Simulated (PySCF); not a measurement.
Compound: C9H8S.
Geometry (PBE0-D3(BJ)/def2-SVP, Å), atoms numbered from 1 in this order:
```xyz
18
C9H8S angstrom
C      4.1763    0.3064    0.7513
C      3.0026    0.2150    0.4556
C      1.6230    0.1066    0.1059
C      1.2336   -0.2111   -1.2085
C     -0.1061   -0.3164   -1.5437
C     -1.1072   -0.1085   -0.5795
S     -2.7698   -0.2674   -1.1258
C     -3.7268    0.0496    0.3618
C     -0.7268    0.2082    0.7306
C      0.6191    0.3130    1.0637
H      5.2149    0.3876    1.0126
H      2.0006   -0.3755   -1.9677
H     -0.3899   -0.5642   -2.5697
H     -3.5624    1.0675    0.7449
H     -3.5159   -0.6894    1.1485
H     -4.7791   -0.0469    0.0617
H     -1.4760    0.3766    1.5047
H      0.9044    0.5602    2.0881
```

Computed, not measured: PBE0-D3(BJ)/def2-SVP geometry optimisation, gas phase in PySCF.

Take the most abundant isotopes and a rigid rotor. The values belong to one conformer with, in the numbering `[CH:1]#[C:2][c:3]1[cH:4][cH:5][c:6]([S:7][CH3:8])[cH:9][cH:10]1`, C5–C6–S7–C8 180°.

(1) Give the principal moments of inertia and the rotational constants in GHz.

(2) What kind of rotor is it?

(3) Is it planar, by Δ = Ic − Ia − Ib?

(4) Where do the levels up to J = 4 lie, in cm⁻¹?

(5) Predict some low-J microwave lines.

Results:

(1) Ia = 123.28, Ib = 903.49, Ic = 1023.50 u·Å²; 505379 MHz·u·Å²/I gives 4099, 559.4 and 493.8 MHz, that is A = 4.0993, B = 0.5594, C = 0.4938 GHz.

(2) A near-prolate asymmetric top; Ray's κ = -0.964.

(3) Not planar: Δ = Ic − Ia − Ib = -3.28 u·Å². For a rigid frame Δ = −2 Σ m c², so Σ m c² = 1.64 u·Å² lies off the ab plane, practically all of it from hydrogen. The atom farthest from that plane is 0.91 Å away.

(4) Above 0(0,0):
J = 1: 1(0,1) 0.0351, 1(1,1) 0.1532, 1(1,0) 0.1554
J = 2: 2(0,2) 0.1054, 2(1,2) 0.2213, 2(1,1) 0.2278, 2(2,1) 0.5821, 2(2,0) 0.5821
J = 3: 3(0,3) 0.2106, 3(1,3) 0.3234, 3(1,2) 0.3365, 3(2,2) 0.6875, 3(2,1) 0.6876, 3(3,1) 1.2834, 3(3,0) 1.2834
J = 4: 4(0,4) 0.3508, 4(1,4) 0.4594, 4(1,3) 0.4813, 4(2,3) 0.8280, 4(2,2) 0.8284, 4(3,2) 1.4239, 4(3,1) 1.4239, 4(4,1) 2.2581, 4(4,0) 2.2581
The levels of one J sum to (2J + 1)J(J + 1)(A + B + C)/3.

(5) The dipole components are |μa| = 1.15 D, |μb| = 1.27 D, |μc| = 0.00 D; the mirror of this Cs structure is the ab plane, so μc vanishes by symmetry (the 0.01 D computed is a residue) and there are no c-type lines. Intensities carry the squares of the components, which stand as 0.82 : 1.00 (a : b). Some lines, for components of 0.1 D or more:

```json
{"type": "b", "branch": "R", "J(Ka,Kc)": "4(0,4) ← 3(1,3)", "MHz": "824", "lower level (cm⁻¹)": "0.323"}
{"type": "a", "branch": "R", "J(Ka,Kc)": "1(0,1) ← 0(0,0)", "MHz": "1053", "lower level (cm⁻¹)": "0.000"}
{"type": "a", "branch": "R", "J(Ka,Kc)": "2(1,2) ← 1(1,1)", "MHz": "2041", "lower level (cm⁻¹)": "0.153"}
{"type": "a", "branch": "R", "J(Ka,Kc)": "3(1,3) ← 2(1,2)", "MHz": "3060", "lower level (cm⁻¹)": "0.221"}
{"type": "a", "branch": "R", "J(Ka,Kc)": "3(2,1) ← 2(2,0)", "MHz": "3163", "lower level (cm⁻¹)": "0.582"}
{"type": "b", "branch": "Q", "J(Ka,Kc)": "1(1,0) ← 1(0,1)", "MHz": "3606", "lower level (cm⁻¹)": "0.035"}
{"type": "b", "branch": "Q", "J(Ka,Kc)": "4(1,3) ← 4(0,4)", "MHz": "3912", "lower level (cm⁻¹)": "0.351"}
{"type": "a", "branch": "R", "J(Ka,Kc)": "4(0,4) ← 3(0,3)", "MHz": "4204", "lower level (cm⁻¹)": "0.211"}
{"type": "a", "branch": "R", "J(Ka,Kc)": "4(3,1) ← 3(3,0)", "MHz": "4214", "lower level (cm⁻¹)": "1.283"}
{"type": "a", "branch": "R", "J(Ka,Kc)": "4(1,3) ← 3(1,2)", "MHz": "4342", "lower level (cm⁻¹)": "0.336"}
{"type": "b", "branch": "R", "J(Ka,Kc)": "2(1,2) ← 1(0,1)", "MHz": "5581", "lower level (cm⁻¹)": "0.035"}
{"type": "b", "branch": "Q", "J(Ka,Kc)": "3(2,2) ← 3(1,3)", "MHz": "10916", "lower level (cm⁻¹)": "0.323"}
{"type": "b", "branch": "R", "J(Ka,Kc)": "4(2,2) ← 3(1,3)", "MHz": "15141", "lower level (cm⁻¹)": "0.323"}
{"type": "b", "branch": "Q", "J(Ka,Kc)": "3(3,1) ← 3(2,2)", "MHz": "17864", "lower level (cm⁻¹)": "0.687"}
{"type": "b", "branch": "R", "J(Ka,Kc)": "4(4,1) ← 3(3,0)", "MHz": "29222", "lower level (cm⁻¹)": "1.283"}
```

No PBE0-D3(BJ)/def2-SVP frequencies stand behind this structure, so it isn't proved a minimum. No vibrational averaging or centrifugal distortion is included, and the geometry carries the error of its method. A rigid rotor knows nothing of internal rotation, which can split or shift real lines.
